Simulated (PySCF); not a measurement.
SiH2FCl, SMILES F[SiH2]Cl. Coordinates come from a B3LYP-D3(BJ)/def2-TZVP optimisation.

Problem. Give the equilibrium geometry at B3LYP-D3(BJ)/def2-TZVP (PySCF confirms it by a frequency run) as a Z-matrix, and its point group. (An estimate is asked for; the answer gives what the named calculation found.)

Solution. point group Cs.
```
Si
F 1 1.5953
H 1 1.4700 2 108.26
H 1 1.4700 3 113.68 2 120.32
Cl 1 2.0473 3 108.86 4 121.52
```
Charge 0, spin multiplicity 1.
